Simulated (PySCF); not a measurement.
[NdO(OH)]− at several levels of theory

Computed with PySCF 2.14.0 (density fitting, no spin-orbit coupling) at the geometry relaxed with PBE0:

```xyz
4
[NdO(OH)]− (singlet in the valence; each metal's 4f electrons, 4 of them, lie in its core potential, out of spins and levels)
Nd   -0.0140   -0.0501   -0.4673
O     1.4296    0.0358    0.9737
O    -2.2123    0.0184    0.3455
H    -2.4633    0.0844    1.2736
```

```tsv
level	basis	state	HOMO (eV)	gap (eV)	charge on Nd1 (e)	population of f-type functions on Nd1 (polarisation alone where 4f lies in the core)	dipole about the centre of mass (D)	largest force component (eV/Å)
PBE0	Nd lcecp-0-SVP with ECP50, O def2-SVP, H def2-SVP	singlet	–	–	0.16	0.05	7.16	0.02
TPSS	the same	singlet	–	–	0.06	0.05	6.39	0.60
r2SCAN	the same	singlet	–	–	0.11	0.05	6.66	0.44
```

In the lcecp rows the 4f levels are missing from HOMO and gap, and the state counts the valence alone.

Charges are Mulliken's, which hang on the basis. The relaxation used the grid (50, 194), these runs (75, 302) or, all-electron (x2c bases, spin-free X2C Hamiltonian), (99, 590).

Q: What does PBE0 with Nd lcecp-0-TZVP with ECP50, O def2-TZVP, H def2-TZVP give here?

A: state singlet, charge on Nd1 (e) 0.56, population of f-type functions on Nd1 (polarisation alone where 4f lies in the core) 0.06, dipole about the centre of mass (D) 7.71, largest force component (eV/Å) 0.42. Time: 11 s on 2 threads of Intel(R) Xeon(R) Platinum 8259CL CPU @ 2.50GHz (Skylake/Cascade Lake), on a shared host, from free ions and atoms.

An lcecp potential fixes the number of 4f electrons, so in runs with it no electron can move into or out of that shell; real Nd(II) is rare or takes another configuration.

Small gap, closed shell not tested for a spin-broken solution: TPSS, r2SCAN.
